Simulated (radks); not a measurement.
Results of a calculation; reference values are marked as such.
Q: All-electron atom: Hf in [Xe] 4f14 5d2 6s2. Level of theory: scalar-relativistic Kohn-Sham, LDA (Slater exchange, Perdew-Wang correlation), spin-polarised, spherical densities, finite nucleus; open shells are filled with parallel spins first (spin-orbit coupling, left out, can overturn this in heavy ions); Fermi nuclear charge, rms radius 5.347 fm; hard spherical wall at 4 bohr (a radial shooting solver on a logarithmic mesh with Libxc functionals). Some entries of the table are withheld. Estimate them.

orbital,occ.,eigenvalue (hartree),r(max) (bohr),<1/r> (bohr^-1)
1s down,1,-2396.060,0.01191,83.71
1s up,1,-2396.060,0.01191,83.71
2s up,1,-409.5687,0.06812,19.55
2s down,1,-409.5662,0.06812,19.55
2p up,3,-359.8285,0.05568,17.85
2p down,3,-359.8265,0.05568,17.85
3s up,1,-93.05378,0.1923,7.230
3s down,1,-93.05315,0.1923,7.230
3p up,3,-78.18757,0.1899,6.708
3p down,3,-78.18687,0.1899,6.708
3d up,5,-60.52968,0.1546,6.348
3d down,5,-60.52824,0.1546,6.348
4s up,1,-18.46408,0.4375,3.068
4s down,1,-18.46232,0.4375,3.068
4p up,3,-13.58210,0.4583,2.793
4p down,3,-13.58030,0.4583,2.793
4d up,5,-7.26526,0.4709,2.476
4d down,5,-7.26282,0.4709,2.477
5s up,1,-2.16868,1.017,1.166
5s down,1,-2.14241,1.015,1.171
5p up,3,-1.03226,1.166,0.9611
5p down,3,-0.99736,1.161,0.9665
4f up,7,-0.30919,0.4538,1.909
4f down,7,-0.30176,0.4536,1.916
5d up,2,0.18295,1.702,0.6350
6s up,1,0.20805,2.489,0.5263
5d down,0,0.22630,1.694,0.6355
6s down,1,0.24535,2.498,0.5228
6p up,0,(1),2.720,0.5335
6p down,0,(2),2.726,0.5299
5f up,0,1.04075,2.650,0.4879
5f down,0,1.07778,2.664,0.4822
7s up,0,(3),(4),0.6093
7s down,0,(5),(6),0.6096

A: 
(1) 6p up eigenvalue (hartree): 0.57683
(2) 6p down eigenvalue (hartree): 0.60898
(3) 7s up eigenvalue (hartree): 1.92344
(4) 7s up r(max) (bohr): 3.236
(5) 7s down eigenvalue (hartree): 1.95456
(6) 7s down r(max) (bohr): 3.239
